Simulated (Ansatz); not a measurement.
Stepwise reaction of `O[SiH](O)N[SiH3]` with ammonia, as a gas-phase model of exchange steps in deposition or etching. ΔE in kJ/mol.

Program: Ansatz. Geometries: PBE0-D4/def2-TZVP. ΔE: electronic, gas phase. CCSD(T)/CBS adds triple-zeta CCSD(T) − MP2 to the extrapolated MP2 energy (def2 sets, frozen cores). This one scheme is used for every species. DFT in def2-TZVPP. B3LYP here is the variant with VWN-RPA as its local correlation; programs differ in this. One conformer a species, not always the lowest.

| step | reaction | PBE-D4 | B3LYP-D4 | ωB97M-V | CCSD(T)/CBS |
| --- | --- | --- | --- | --- | --- |
| 2 | `N[SiH](O)N[SiH3]` + NH₃ → `N[SiH](N)N[SiH3]` + H₂O | 43.8 | 47.4 | 46.9 | 45.0 |

(1) Give the row of step 1, `O[SiH](O)N[SiH3]` + NH₃ → `N[SiH](O)N[SiH3]` + H₂O. (Best estimate.)

(2) By hand: ΔE of the 2 steps together at CCSD(T)/CBS.

Answers

(1) Ansatz gave: 
```json
{"step": "1", "reaction": "`O[SiH](O)N[SiH3]` + NH₃ → `N[SiH](O)N[SiH3]` + H₂O", "PBE-D4": "45.8", "B3LYP-D4": "49.7", "ωB97M-V": "49.6", "CCSD(T)/CBS": "47.7"}
```

(2) (47.7) + (45.0) = 92.7 kJ/mol, or 46.4 kJ/mol a step.

In ΔE the steps differ by no more than 2.7 kJ/mol. All are uphill at CCSD(T)/CBS. PBE-D4 differs from CCSD(T)/CBS by -1.9 to -1.2 kJ/mol a step. Only this route is followed, and other bonds may react first. Isolated molecules leave out the surface, adducts and barriers. Largest T1 diagnostic: 0.011.
